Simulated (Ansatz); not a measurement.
Start from `[SiH3][O][AlH][O][SiH3]` and change one atom or group to get `F[CH2][AlH][O][SiH3]`.

Ansatz, PBE0-D4/def2-TZVP geometries, multiplicity 1. Each molecule was computed in one conformer, which needn't be the lowest.

```csv
property,`[SiH3][O][AlH][O][SiH3]`
LUMO energy (PBE/def2-TZVPP) / eV,-1.32
HOMO energy (B3LYP/def2-TZVPP) / eV,-8.47
HOMO energy (PBE/def2-TZVPP) / eV,-7.25
HOMO–LUMO gap (ωB97M-V/def2-TZVPP) / eV,12.02
HOMO–LUMO gap (PBE/def2-TZVPP) / eV,5.93
HOMO energy (PBE0/def2-TZVPP) / eV,-8.69
```

Task: Give the same properties after the change, and the shifts. (Estimate.)

Result: Computed: 
| property | `F[CH2][AlH][O][SiH3]` | shift |
| --- | --- | --- |
| LUMO energy (PBE/def2-TZVPP) / eV | -1.76 | -0.44 |
| HOMO energy (B3LYP/def2-TZVPP) / eV | -7.66 | 0.81 |
| HOMO energy (PBE/def2-TZVPP) / eV | -6.44 | 0.81 |
| HOMO–LUMO gap (ωB97M-V/def2-TZVPP) / eV | 10.70 | -1.32 |
| HOMO–LUMO gap (PBE/def2-TZVPP) / eV | 4.68 | -1.25 |
| HOMO energy (PBE0/def2-TZVPP) / eV | -7.86 | 0.83 |

With PBE0 the HOMO rises by 0.83 eV and the LUMO falls by 0.48 eV, so the gap narrows by about 1.31 eV. PBE moves the HOMO by 0.81 eV and ωB97M-V by 0.87 eV.

B3LYP here is the variant with VWN-RPA as its local correlation; programs differ in this.
